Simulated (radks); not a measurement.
The numbers below are computed, except where a source is named.
Species: Lu2+. Configuration: [Xe] 4f14 6s1.

Level of theory: Dirac Kohn-Sham, LDA (Slater exchange, Perdew-Wang correlation), spin-unpolarised, spherical densities, finite nucleus; Fermi nuclear charge, rms radius 5.37 fm (a radial shooting solver on a logarithmic mesh with Libxc functionals).

Energy parts (eV):
total: -396459.56
kinetic: 441671.99
electron-nucleus: -984825.66
Hartree: 154659.12
exchange-correlation: -7965.02

Orbitals (lengths in bohr, moments of r in powers of bohr; <r^-3> diverges for s and p1/2):
1s1/2: occ. 2; eigenvalue (eV) -63106.18
2s1/2: occ. 2; eigenvalue (eV) -10751.82
2p1/2: occ. 2; eigenvalue (eV) -10268.53
2p3/2: occ. 4; eigenvalue (eV) -9152.308; <r^-3> 14140
3s1/2: occ. 2; eigenvalue (eV) -2449.337
3p1/2: occ. 2; eigenvalue (eV) -2234.597
3p3/2: occ. 4; eigenvalue (eV) -1996.585; <r^-3> 3140
3d3/2: occ. 4; eigenvalue (eV) -1629.989; <r^-3> 539.5
3d5/2: occ. 6; eigenvalue (eV) -1577.972; <r^-3> 465.3
4s1/2: occ. 2; eigenvalue (eV) -500.8261
4p1/2: occ. 2; eigenvalue (eV) -413.3358
4p3/2: occ. 4; eigenvalue (eV) -358.9714; <r^-3> 716.5
4d3/2: occ. 4; eigenvalue (eV) -214.6755; <r^-3> 106.3
4d5/2: occ. 6; eigenvalue (eV) -204.7513; <r^-3> 89.82
4f5/2: occ. 6; eigenvalue (eV) -28.0484; <r^-3> 14.36
4f7/2: occ. 8; eigenvalue (eV) -26.5186; <r^-3> 13.65
5s1/2: occ. 2; eigenvalue (eV) -78.5134
5p1/2: occ. 2; eigenvalue (eV) -54.1022
5p3/2: occ. 4; eigenvalue (eV) -47.0262; <r^-3> 91.30
6s1/2: occ. 1; eigenvalue (eV) -17.9111

The highest occupied level is 6s1/2 at -17.911 eV. For comparison, the ionisation energy in NIST's Atomic Spectra Database is 20.959 eV (measured). In exact Kohn-Sham theory the highest level is minus the ionisation energy, but local and semilocal functionals leave it too shallow, through self-interaction and a potential that decays too fast; potentials with the right tail come closer.

Beside tabulated values, note that spin-unpolarised runs miss the spin-polarisation part of the exchange energy of open shells.
